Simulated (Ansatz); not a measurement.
Reaction (formal exchange of groups at a Zn–Br bond): `C[S][Zn][Br]` + propane → `C[S][Zn][CH](C)C` + HBr

Gas-phase electronic energies from Ansatz, PBE0-D4/def2-TZVP geometries. CBS: MP2 limit from def2 TZ/QZ plus the TZ coupled-cluster correction, frozen cores. DFT in def2-TZVPP. B3LYP here is the variant with VWN-RPA as its local correlation; programs differ in this. HSE06 is defined as in plane-wave codes. For Br, Zn outer-core shells are correlated without core-valence functions, which leaves a few kJ/mol of doubt a bond. Scalar relativity is left out up to krypton. One conformer a species, not always the lowest.

`C[S][Zn][Br]`:

Cartesian coordinates in Å:
```
C -0.443 0.736 -0.864
S 0.236 1.060 0.798
Zn 0.726 -0.924 1.480
Br 1.239 -2.979 2.202
H 0.297 0.283 -1.522
H -1.337 0.115 -0.822
H -0.718 1.709 -1.271
```

`CCC`:

Cartesian coordinates in Å:
```
C -0.007 0.429 1.211
C 0.105 -0.598 0.097
C -0.070 0.014 -1.283
H -0.985 0.919 1.197
H 0.752 1.209 1.104
H 0.122 -0.028 2.195
H 1.079 -1.095 0.155
H -0.644 -1.383 0.246
H 0.013 -0.738 -2.071
H 0.687 0.780 -1.472
H -1.050 0.491 -1.380
```

`C[S][Zn][CH](C)C`:

Cartesian coordinates in Å:
```
C 2.604 -2.220 0.792
S 1.769 -2.388 -0.822
Zn 0.343 -0.742 -0.776
C -0.948 0.737 -0.767
C -2.245 0.371 -0.055
C -0.348 2.018 -0.194
H 1.909 -2.346 1.622
H 3.347 -3.016 0.843
H 3.118 -1.264 0.885
H -1.177 0.914 -1.826
H -2.081 0.160 1.007
H -2.730 -0.506 -0.490
H -2.964 1.200 -0.105
H 0.548 2.339 -0.732
H -1.071 2.843 -0.243
H -0.074 1.903 0.860
```

HBr:

Z-matrix (Å, degrees):
```
Br
H 1 1.420
```

```csv
level,ΔE (kcal/mol),difference from CCSD(T)/CBS
LDA (SPW92),39.6,-6.0
PBE-D4,41.2,-4.4
revPBE-D4,40.6,-5.0
BLYP-D4,41.2,-4.4
r2SCAN-D4,44.4,-1.2
PBE0-D4,44.7,-0.9
B3LYP-D4,44.3,-1.3
r2SCANh-D4,45.4,-0.2
r2SCAN0-D4,46.9,1.3
HSE06-D4,44.8,-0.8
BHLYP-D4,48.7,3.1
CAM-B3LYP-D4,45.0,-0.6
ωB97X-V,45.4,-0.2
ωB97M-V,44.7,-0.9
PBE-QIDH,46.2,0.6
PBE,42.2,-3.4
revPBE,42.9,-2.7
BLYP,43.1,-2.5
r2SCAN,44.8,-0.8
PBE0,45.6,0.0
r2SCANh,45.8,0.2
r2SCAN0,47.3,1.7
BHLYP,49.8,4.2
CAM-B3LYP,45.9,0.3
LC-ωPBE,45.2,-0.4
RPA@PBE/def2-TZVPP,40.3,-5.3
HF/def2-SVP,54.7,9.1
MP2/def2-SVP,44.3,-1.3
CCSD/def2-SVP,45.4,-0.2
CCSD(T)/def2-SVP,44.0,-1.6
HF/def2-TZVPP,56.6,11.0
MP2/def2-TZVPP,42.5,-3.1
SCS-MP2/def2-TZVPP,43.8,-1.8
CCSD/def2-TZVPP,44.8,-0.8
CCSD(T)/def2-TZVPP,43.1,-2.5
HF/def2-QZVPP,57.2,11.6
SCS-MP2/def2-QZVPP,45.4,-0.2
HF/CBS(def2),57.2,11.6
MP2/CBS(def2),45.0,-0.6
CCSD/CBS(def2),47.4,1.8
CCSD(T)/CBS,45.6,0
```

Largest T1 diagnostic among the species: 0.013.

The D4 term adds −1.5 kcal/mol with B3LYP and −0.9 kcal/mol with PBE0; it sums over pairs of atoms, weighted by their polarisabilities, and B3LYP, whose exchange is more repulsive, gets the larger term. From BLYP to BHLYP (50 % exact exchange), in def2-TZVPP and without D4, ΔE moves by +6.6 kcal/mol. Leaving LDA and LC-ωPBE aside and taking each functional with its dispersion term where it has one, the values spread over 8.1 kcal/mol, from revPBE-D4 to BHLYP-D4. LDA lies −2.5 kcal/mol from PBE without D4.
